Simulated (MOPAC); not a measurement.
MOPAC input (MNDO):

```
MNDO PRECISE GNORM=0.05 LET XYZ CHARGE=1 GEO-OK AUX(PRECISION=9) THREADS=1
H5Si2

Si    1.19539252 1   -0.12168310 1    0.01645495 1
Si   -1.16229105 1    0.12120571 1   -0.02749547 1
H     2.12967456 1    0.96629337 1    0.36680398 1
H     1.89726773 1   -1.39723520 1   -0.22779539 1
H    -1.45318068 1   -0.20595896 1    1.38667991 1
H    -1.39983874 1    1.52947855 1   -0.38173963 1
H    -1.63734345 1   -0.88589432 1   -0.98938161 1
```

What heat of formation does the run end on?

208.46 kcal/mol.
